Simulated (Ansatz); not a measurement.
CH$_{7}$BSSi (`CBS[SiH3]`), 11 atoms. The species carries charge 0 and has multiplicity 1. All runs use 2 threads of an Arm Neoverse V1 on a shared host. Correlated methods freeze the cores.

Problem. Give the basis size and wall time and peak host memory of each of these runs in Ansatz. RKS CAM-B3LYP-D4/def2-TZVPP energy; RKS HSE06 (plane-wave form)-D4/def2-TZVPP energy; RKS ωB97M-V/def2-SVP energy; RKS PBE0-D4/def2-SVP energy; RKS ωB97M-V/def2-QZVPP energy; RHF-MP2/def2-QZVPP energy; RKS r2SCAN-D4/def2-TZVPP energy and forces; RHF-CCSD(T)/def2-TZVPP energy; direct RPA on PBE orbitals/def2-TZVPP energy; RKS SPW92 (LDA)/def2-TZVPP energy; RHF-CCSD(T)/def2-SVP energy; RKS PBE0-D4/def2-TZVP relaxation (8 steps). (An estimate is asked.)

Solution. Ansatz gave: Other jobs shared the machine, so times are rough.

| level | job | functions | wall time | peak host memory (GiB) |
| --- | --- | --- | --- | --- |
| RKS PBE0-D4/def2-SVP | energy | 99 | 1.6 s | 0.21 |
| RKS SPW92 (LDA)/def2-TZVPP | energy | 244 | 2 s | 0.29 |
| RHF-CCSD(T)/def2-SVP | energy | 99 | 4.3 s | 0.36 |
| RKS HSE06 (plane-wave form)-D4/def2-TZVPP | energy | 244 | 5.5 s | 0.59 |
| RKS CAM-B3LYP-D4/def2-TZVPP | energy | 244 | 5.5 s | 0.63 |
| RKS r2SCAN-D4/def2-TZVPP | energy and forces | 244 | 7 s | 0.32 |
| RKS ωB97M-V/def2-SVP | energy | 99 | 7.5 s | 0.29 |
| direct RPA on PBE orbitals/def2-TZVPP | energy | 244 | 7.5 s | 0.51 |
| RHF-MP2/def2-QZVPP | energy | 464 | 33 s | 2.6 |
| RKS ωB97M-V/def2-QZVPP | energy | 464 | 34 s | 1.7 |
| RKS PBE0-D4/def2-TZVP | relaxation (8 steps) | 178 | 41 s | 0.41 |
| RHF-CCSD(T)/def2-TZVPP | energy | 244 | 7.6 min | 1.9 |
